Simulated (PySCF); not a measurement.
Two-component Hartree-Fock for Ir⁺ (iridium, charge +1)

Start: [Xe] 4f14 5d6 6s1 6p1; 5d3/2 filled at m_j = +3/2; 5d5/2 filled at m_j = -3/2, -1/2, +1/2, +3/2, +5/2; 6s1/2 filled at m_j = +1/2; 6p3/2 filled at m_j = +3/2. Calculated with PySCF 2.14 in x2c-TZVPall-2c with one added diffuse shell each of s, p, d type (12s12p11d2f, 117 functions): generalised Hartree-Fock with the X2C-1e Hamiltonian and a Gaussian nucleus; spin-orbit coupling (SO) screened by Boettger's factors. This is a chosen level, not necessarily the ground level.

| spinor shell | electrons | ε, screened SO (eV) | weight of nominal j (screened SO) | rms radius, screened SO (bohr) |
| --- | --- | --- | --- | --- |
| 1s1/2 | 2 | -76521.0 | 1.000 | 0.0197 |
| 2s1/2 | 2 | -13541.5 | 1.000 | 0.0795 |
| 2p1/2 | 2 | -12949.9 | 1.000 | 0.0675 |
| 2p3/2 | 4 | -11316.6 | 1.000 | 0.0752 |
| 3s1/2 | 2 | -3242.7 | 1.000 | 0.203 |
| 3p1/2 | 2 | -2978.3 | 1.000 | 0.195 |
| 3p3/2 | 4 | -2615.0 | 1.000 | 0.210 |
| 3d3/2 | 4 | -2178.7 | 1.000 | 0.185 |
| 4s1/2 | 2 | -736.92 | 1.000 | 0.450 |
| 4p1/2 | 2 | -624.23 | 1.000 | 0.456 |
| 4p3/2 | 4 | -537.15 | 1.000 | 0.490 |
| 4d3/2 | 4 | -352.12 | 0.999 | 0.507 |
| 4d5/2 | 6 | -335.17 | 0.999 | 0.519 |
| 5s1/2 | 2 | -128.31 | 1.000 | 1.05 |
| 4f5/2 | 6 | -97.265 | 0.987 | 0.586 |
| 4f7/2 | 8 | -93.950 | 0.990 | 0.586 |
| 5p1/2 | 2 | -91.687 | 0.957 | 1.15 |
| 5p3/2 | 4 | -74.831 | 0.980 | 1.23 |
| 5d5/2 | 5 | -26.886 | 0.483 | 1.71 |
| 5d3/2 | 1 | -22.920 | 0.680 | 1.71 |
| 6s1/2 | 1 | -20.275 | 0.939 | 2.79 |
| 6p3/2 | 1 | -11.741 | 1.000 | 3.72 |

**Question.** Where does 3d5/2 lie, and what is the 3d spin-orbit splitting (screened SO)?

**Answer.** At -2100.5 eV, 78.158 eV above 3d3/2.

```tsv
quantity	screened SO
E (hartree)	-17838.53287
M_J	6
⟨J²⟩	42.037
⟨L²⟩	13.449
⟨S²⟩	11.220
```

Each row is a mean over spinors that exchange with the open shell spreads, by up to 8.713 eV (5p3/2).

Rows whose weight is well below 1 are mixtures of j = l ± 1/2: exchange outweighs spin-orbit coupling there, and the label is only the starting occupation.

Breit and QED terms are absent; they matter most for the inner s and p1/2 levels.

Densities and radii are taken from the X2C orbitals without a picture-change correction, which distorts them close to the nucleus.
